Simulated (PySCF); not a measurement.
B(H)(Me)(SiMe3), SMILES CB[Si](C)(C)C (C4H13BSi) at its GFN2-xTB optimised geometry (Å):

```
19

B      1.1250    -0.4767     0.0000
H      2.3003    -0.4767     0.0000
C      0.4219    -1.8775    -0.0788
H     -0.6122    -1.8916     0.2572
H      0.9600    -2.6747     0.4315
H      0.4065    -2.1612    -1.1344
Si     0.1082     1.2150     0.0000
C     -1.7816     1.0031     0.2606
C      0.3058     2.1468    -1.6702
C      0.6922     2.4377     1.3610
H     -2.3003     1.9571     0.2462
H     -2.2206     0.3835    -0.5164
H     -1.9987     0.5307     1.2147
H     -0.0679     1.5549    -2.5010
H      1.3490     2.3705    -1.8727
H     -0.2371     3.0872    -1.6681
H      1.7458     2.6747     1.2472
H      0.5587     2.0190     2.3545
H      0.1403     3.3722     1.3236
```

Computed with PBE0/def2-SVP (PySCF). Cells within 0.4 Å of a nucleus heavier than hydrogen are left out (blank, or x).

Map of the log10 of the electron density (e/bohr³), floored at −4 on the plane z = 0.0 Å:

```
|0000000000000000000000000000000|
|0000000000000000000000000000000|
|0000000000000011111000000000000|
|0000000000001122222110000000000|
|0000000000111233333222100000000|
|0000001222222334444332210000000|
|0000023344333445554443210000000|
|0000134555544455665543320000000|
|0000245677655566766544320000000|
|0001246788776677776543210000000|
|0001346788887789976543210000000|
|000134678998889xx87654321000000|
|000134678xx9889xx87654332100000|
|0001346789988778887765543210000|
|0001245788877777888777654320000|
|0000235677766667888888775421000|
|000013455655456778xx89976421000|
|000002334444445678xx89976421000|
|0000001223345667888888765421000|
|0000000112356788998876654310000|
|0000000012457899xx8765443210000|
|0000000002457899xx8764322100000|
|0000000002356788998764310000000|
|0000000001345677888764210000000|
|0000000000134456777654200000000|
|0000000000012344566543100000000|
|0000000000001223444432000000000|
|0000000000000011222210000000000|
|0000000000000000011000000000000|
|0000000000000000000000000000000|
|0000000000000000000000000000000|
```
Scale: ten equal steps from -4.00 (start of '0') to -0.335 (end of '9'), in the order '0123456789'; x runs from -5.00 to 5.00, y from -5.00 (bottom) to 5.00 (top).
